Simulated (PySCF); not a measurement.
Q: What does the PBE0-D3(BJ)/def2-SVP structure of InChI=1S/C4H13NSi3/c1-3-8(4-2)5(6)7/h3-4,8H,1-2H2,6-7H3 look like in three dimensions?

A: 
```xyz
21
C4H13NSi3 angstrom
C      0.631    2.614    0.706
C     -0.090    1.927   -0.189
Si     0.228    0.132   -0.603
C      1.618   -0.554    0.439
C      2.741   -1.057   -0.087
N     -1.265   -0.759   -0.321
Si    -2.531   -0.099    0.695
Si    -1.410   -2.407   -0.901
H      0.437    3.670    0.924
H      1.455    2.150    1.260
H     -0.896    2.456   -0.716
H      0.623   -0.018   -2.039
H      1.498   -0.581    1.531
H      2.912   -1.070   -1.170
H      3.541   -1.481    0.530
H     -3.571   -1.165    0.842
H     -3.170    1.110    0.091
H     -2.030    0.272    2.054
H     -0.232   -2.691   -1.774
H     -2.667   -2.591   -1.690
H     -1.428   -3.398    0.220
```

Orientation and origin are arbitrary. Atoms count from 1 in this order. Si7 (SiH3 silicon) is tetrahedral (angles from 106.9° to 112.3°). Of the pairs four or more bonds apart, C4···H10 is among the closest relative to their van der Waals radii: 2.83 Å, 98 % of the sum of Bondi's values. N6 (nitrogen bridging silicon atoms) is planar (angles 121.0°, 119.5° and 119.1°, sum 359.6°, 0.07 Å off the plane of its three neighbours). Si3 (SiH silicon) is tetrahedral (angles from 107.6° to 110.8°).

Bonds between heavy atoms (Å): C1=C2 1.339, C2–Si3 1.869, Si3–C4 1.868, C4=C5 1.338, Si3–N6 1.761, N6–Si7 1.753, N6–Si8 1.754.

The calculation used PBE0-D3(BJ)/def2-SVP geometry optimisation, gas phase (PySCF 2.14.0).

Point group: C1 (no symmetry element, even within 0.4 Å). Whether it is a minimum is left open (no frequencies). One conformer, not necessarily the lowest (C1–C2–Si3–C4 2°, C2–Si3–C4–C5 -120°, C2–Si3–N6–Si7 -19°).

On Arm Neoverse V2, one thread, on a shared host, this took 5.6 min wall and 0.85 GiB of memory at its peak. These figures are those of the optimisation.
